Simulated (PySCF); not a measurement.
Compound: C₂H₁₀ClPSi₃.
Z-matrix (Å and degrees, GFN2-xTB geometry), rows numbered from 1:
```
C 
C   1  1.3233
Si  2  1.8823  1  123.94
P   3  2.2346  2  107.72  1    -6.27
Si  4  2.2284  3  102.31  2   177.68
Si  4  2.2208  3  100.58  2   -77.58
Cl  6  2.0057  4  107.54  3   179.43
H   1  1.0795  2  123.06  3  -179.11
H   1  1.0806  2  120.79  3     0.60
H   2  1.0831  1  119.10  3   178.93
H   3  1.4712  2  109.68  1  -129.44
H   3  1.4668  2  111.32  1   110.04
H   5  1.4671  4  112.49  3    55.72
H   5  1.4603  4  106.76  3   176.41
H   5  1.4608  4  106.02  3   -64.32
H   6  1.4640  4  114.45  3   -61.60
H   6  1.4598  4  108.63  3    61.61
```

Computed at PBE0/pcSseg-1 (PySCF, non-relativistic), with Q(35Cl) = −0.0817 b: Cl7, 35Cl (I = 3/2): χzz = -41.10 MHz, η = 0.050.

(1) Where would the pure quadrupole (NQR) lines of 35Cl at Cl7 fall for the rigid, isolated species?

(2) Apply the simplest Townes–Dailey estimate (no s hybridisation, no π bonding), ionic character = 1 − χzz/χ0, where χ0 is the coupling for one missing p electron along the bond: −109.74 MHz for 35Cl.

Answers

(1) From ν = (|χ|/2)√(1 + η²/3): ν = 20.56 MHz (silicon-bound chlorine). For 37Cl the ratio of quadrupole moments, 0.7881, gives 16.20 MHz.

(2) Cl7 on Si6: 1 − (-41.10)/(-109.74) = 0.63. In this model a purely covalent bond gives χ0 and a free halide ion gives zero; s hybridisation or π bonding, where present, is counted here as ionic character.

In a crystal, neighbours and librations shift these lines. GFN2-xTB bond lengths can be off by several hundredths of an ångström, more for odd bonds, and the gradients follow them. These gradients aren't converged with respect to the basis.

One conformer stands for the species.
